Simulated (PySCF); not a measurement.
Identify the unknown among the candidates.

All candidates are C4H12OSi2.

| technique | computed result |
| --- | --- |
| Dipole | 0.93 D [PBE0/def2-SVPD] |
| UV, strongest line | among the 8 lowest singlet transitions: S7 at 7.85 eV (158 nm, f = 0.019) [TDDFT PBE0/def2-SVPD] |
| Rotational structure | rotational constants A, B, C: 2.768, 0.990, 0.833 GHz [GFN2-xTB] |
| Triplet | lowest triplet excitation (Tamm–Dancoff): 6.52 eV [TDA PBE0/def2-SVPD] |
| Polarisability | 99.1 au [PBE0/def2-SVPD] |
| UV, first state | lowest singlet excitation: 6.72 eV (184 nm, f = 0.012) [TDDFT PBE0/def2-SVPD] |

Electronic properties: PySCF, gas phase, density fitting. Levels stand in brackets. One conformer (not necessarily the lowest) at the GFN2-xTB geometry, without solvent, vibrations or thermal averaging.

Task: Which candidate is it?
A. `C[SiH2]CO[C@@H]1C[SiH2]1`
B. `C[C@@H]1C[C@H]1[SiH2]O[SiH3]`
C. `CC[SiH2]O[C@@H]1C[SiH2]1`

Result: B. It is `C[C@@H]1C[C@H]1[SiH2]O[SiH3]`. Numbering: `[CH3:1][C@@H:2]1[CH2:3][C@H:4]1[SiH2:5][O:6][SiH3:7]`. Its formula, C4H12OSi2, gives 1 degree of unsaturation: 1 ring and 0 π bonds in the structure found. The optimised geometry has point group C1 and is an asymmetric top.

The others, at the same levels:
- `C[SiH2]CO[C@@H]1C[SiH2]1` fails: its computed lowest singlet excitation is 5.63 eV (220 nm, f = 0.129) (against 6.72 eV), lowest triplet excitation (Tamm–Dancoff) is 4.41 eV (against 6.52 eV) and static isotropic polarisability is 109.5 au (against 99.1 au).
- `CC[SiH2]O[C@@H]1C[SiH2]1` fails: its computed lowest singlet excitation is 5.55 eV (223 nm, f = 0.056) (against 6.72 eV), lowest triplet excitation (Tamm–Dancoff) is 4.43 eV (against 6.52 eV) and strongest line among the 8 lowest singlet transitions is S2 at 5.77 eV (215 nm, f = 0.113) (against S7 at 7.85 eV).

Each candidate is one conformer, not necessarily the lowest. Dipoles, sizes and rotational constants follow the conformer. The torsions of the flexible species, by atom-mapped SMILES:
- `[CH3:1][C@@H:2]1[CH2:3][C@H:4]1[SiH2:5][O:6][SiH3:7]`: C3–C4–Si5–O6 34°
- `[CH3:1][SiH2:2][CH2:3][O:4][C@@H:5]1[CH2:6][SiH2:7]1`: C1–Si2–C3–O4 179°, Si2–C3–O4–C5 -177°, C3–O4–C5–C6 159°
- `[CH3:1][CH2:2][SiH2:3][O:4][C@@H:5]1[CH2:6][SiH2:7]1`: C1–C2–Si3–O4 -177°, C2–Si3–O4–C5 -177°, Si3–O4–C5–C6 -164°
